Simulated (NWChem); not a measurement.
Molecule: KI; SMILES [K][I]

All runs: NWChem. Medium grid unless said otherwise, to which SCAN and Minnesota functionals are sensitive. All runs use the structure optimised with PBE0/def2-SVP. def2 effective core potentials on I; no spin-orbit coupling.

For level BLYP/def2-SVP:

```
Quantity                     Result
---------------------------  ------
highest occupied level (eV)   -4.06
orbital gap (eV)               1.99
dipole (D)                    10.31
```

Problem. Estimate the same quantities for level M05-2X/def2-SVP.

Solution. 
| Quantity | Result |
|---|---|
| highest occupied level (eV) | -6.57 |
| orbital gap (eV) | 5.83 |
| dipole (D) | 11.53 |
